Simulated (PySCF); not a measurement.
CH4O4, SMILES OC(O)(O)O.

Geometry optimised at B3LYP-D3(BJ)/def2-SVP. Other conformers were not sampled.

Computed with B3LYP-D3(BJ)/def2-SVP (PySCF).

Harmonic, unscaled wavenumbers; measured fundamentals usually lie a few per cent lower.

Modes within 1.5 cm⁻¹ of each other (mostly degenerate sets) share a row, with their intensities summed.

Computed harmonic wavenumbers and intensities:
```tsv
mode	ν (cm⁻¹)	IR (km/mol)	Raman (Å⁴/amu)	depolarisation	moving atoms (share of kinetic energy)
1	261	0.0	7.0	0.75	H 87 %, O 13 %
2–3	332	133.4	3.5	0.75	H 90 %, O 9 %
4	346	237.2	2.3	0.75	H 73 %, O 25 %
5	477	0.0	0.4	0.15	O 86 %, H 14 %
6	500	22.9	1.3	0.75	O 60 %, H 38 %
7–8	601	54.1	2.3	0.75	O 73 %, H 18 %, C 9 %
9	628	67.0	1.9	0.75	O 87 %
10	897	0.0	8.4	0.00	O 94 %
11–12	1052	429.1	5.6	0.75	H 38 %, O 31 %, C 31 %
13	1174	456.8	1.8	0.75	C 39 %, O 32 %, H 29 %
14	1226	0.0	0.7	0.53	H 89 %, O 11 %
15	1314	11.8	4.0	0.75	H 52 %, C 38 %, O 9 %
16–17	1432	608.0	1.1	0.75	H 44 %, C 44 %, O 12 %
18–20	3816	203.1	245.6	0.75	H 94 %
21	3820	43.4	58.3	0.75	H 94 %
```
